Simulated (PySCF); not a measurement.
A structure optimised at B3LYP-D3(BJ)/def2-TZVP, used in a PySCF frequency run:

```
Bi
F 1 2.0237
F 1 2.0237 2 96.23
```
Charge 0, spin multiplicity 2.

Problem. Write its SMILES, formula and point group.

Solution. [F][Bi][F], BiF₂, C2v

Problem. What are its rotational constants (standard atomic weights)?

Solution. 8.6105, 5.8598, 3.4868 GHz
